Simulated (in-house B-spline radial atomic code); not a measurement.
**Ionising Ir3+ with different functionals**

Computed with an all-electron radial atomic-structure program (B-spline basis): scalar-relativistic (spin-free X2C) Hamiltonian, Fermi nucleus of rms radius 5.4032 fm, spin-polarised at highest spin, spherical fractional occupations for the functionals, the average over the highest-spin determinants for Hartree-Fock. The ionisation energy is the difference of two self-consistent energies, [Xe] 4f14 5d6 → [Xe] 4f14 5d5, without Breit or QED terms; ε is the level of the shell that loses the electron (its least bound occupied spin orbital). There is no spin-orbit coupling in this Hamiltonian.

Hybrids are left out here: with spherical fractional occupations of an open shell their exact exchange keeps a self-interaction that integer-occupation calculations don't have.

| method | rung | ΔSCF (eV) | -ε(5d) (eV) |
| --- | --- | --- | --- |
| Hartree-Fock | Hartree-Fock | 39.46 | 40.45 |
| LDA VWN5 | LDA | 41.95 | 35.58 |
| LDA PW92 | LDA | 41.94 | 35.58 |
| LDA exchange-only | LDA | 39.82 | 33.61 |
| PBE | GGA | 41.35 | 35.03 |
| PBEsol | GGA | 41.37 | 35.06 |
| BLYP | GGA | 41.54 | 35.13 |
| RPBE | GGA | 41.23 | 34.89 |
| PW91 | GGA | ? | ? |
| BP86 | GGA | 41.54 | 35.22 |
| AM05 | GGA | 41.43 | 35.11 |
| OLYP | GGA | ? | ? |
| TPSS | meta-GGA | 41.19 | 34.85 |
| SCAN | meta-GGA | 40.77 | 34.67 |
| r2SCAN | meta-GGA | 40.64 | 34.56 |
| revTPSS | meta-GGA | 41.13 | 34.80 |

(1) What does PW91 give?

(2) What does OLYP give?

(3) How do they compare with the NIST value?

Results:

(1) ΔSCF 41.48 eV, and -ε(5d) = 35.13 eV.

(2) ΔSCF 41.39 eV, and -ε(5d) = 34.94 eV.

(3) NIST lists 40 eV ± 1.7 (tabulated theory, ground level to ground level). Errors run from -0.54 to +1.95 eV; all lie within about twice that uncertainty, so the table can't rank the methods. Hartree-Fock also lacks correlation.
